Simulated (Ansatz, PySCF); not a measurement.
Br₃In, SMILES [Br][In-]([Br])[Br], charge -1, multiplicity 2. Atoms are numbered in the order given.

```xyz
4

In    -0.0001     0.0000    -0.6159
Br     2.1421    -1.2368     0.2923
Br     0.0001     2.4736     0.2923
Br    -2.1422    -1.2369     0.2923
```
Charge -1, spin multiplicity 2.

The structure is a stationary point at PBE0-D3(BJ)/def2-SVPD. The def2 effective core potentials stand for the cores of In; spin–orbit coupling is left out.

Two levels are set side by side: PBE-D3(BJ)/def2-SVPD (Ansatz, a first-principles code) and PBE0-D3(BJ)/def2-SVPD (Ansatz). Each level has its own optimised geometry; the coordinates shown are those of the second. Frequencies come from the Hessian of PySCF at each geometry. Differences are taken from unrounded values.

| quantity | PBE0-D3(BJ) | PBE-D3(BJ) | PBE-D3(BJ) minus PBE0-D3(BJ) |
|---|---|---|---|
| mean bond length (Å) | 2.635 | 2.679 | 0.044 |
| bond In1–Br2 (Å) | 2.635 | 2.679 | 0.044 |
| bond In1–Br3 (Å) | 2.635 | 2.679 | 0.044 |
| bond In1–Br4 (Å) | 2.635 | 2.679 | 0.044 |
| highest harmonic wavenumber (cm⁻¹) | 198 | 184 | -14 |
| mean harmonic wavenumber (cm⁻¹) | 122 | 111 | -11 |
| zero-point energy (kcal/mol) | 1.04 | 0.95 | -0.09 |

Exact exchange shortens and stiffens bonds; PBE has none. Differences between two approximate levels are no errors against the true value.
